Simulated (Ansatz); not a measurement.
Relaxed structures of BH$_{2}$SeS (charge -1), closed shell (PBE0-D4/def2-TZVPD; forces vanish, vibrations not checked; lower isomers may exist, and structures with a doubtful reference or unclear bonds are left out; Å). Program: Ansatz 0.2.0. Basis: def2-TZVPPD. Cores are frozen in the correlated methods. Filled d shells of the heavier atoms are correlated. The def2 sets are not built for correlating such inner shells, so the correlated values are less sure here.

Question: Rank them by CCSD(T) energy, lowest first, and give each one's height above the lowest. Links in brackets join atoms within 1.22 times the sum of their covalent radii (1.1 for two metals). (An estimate is asked for; the value comes from the calculation.)
A.
BH₂SeS ([S][BH][SeH]), total charge -1
```
5
angstrom
S -0.8125 0.9984 -0.4782
B 0.3937 0.0094 0.2495
Se 0.3320 -2.0047 0.0562
H 1.5408 -2.3349 0.8354
H 1.3457 0.3548 0.9090
```
B.
BH₂SeS ([SH][BH][Se]), total charge -1
```
5
angstrom
S -0.9887 0.9283 -0.4033
B 0.5159 0.0864 0.2638
Se 0.8407 -1.7609 0.2521
H -1.6343 -0.1736 -0.8263
H 1.2665 0.9198 0.7137
```
C.
BH₂SeS ([SH][B][SeH]), total charge -1
```
5
angstrom
S -0.9052 0.4865 -0.3888
B 0.6567 0.1826 0.4216
Se 1.2843 -1.6397 0.4208
H -1.3374 -0.7480 -0.8659
H 0.1954 -2.4104 -0.3326
```

Answer: The calculation gives: B (0.0 kJ/mol), A (15.1 kJ/mol), C (247.9 kJ/mol). Heights count from the lowest.

T1 diagnostic: at most 0.019.

For scale, one of the runs: CCSD(T)/def2-TZVPPD, 179 basis functions, launched by `ansatz run in.yaml --threads 2 --pin off --events-out ev --progress --plain --max-ram 4352MiB`. The run took 56 s on 2 CPU threads of an Arm Neoverse V2 (shared host), with 1.6 GiB of host memory at its peak.
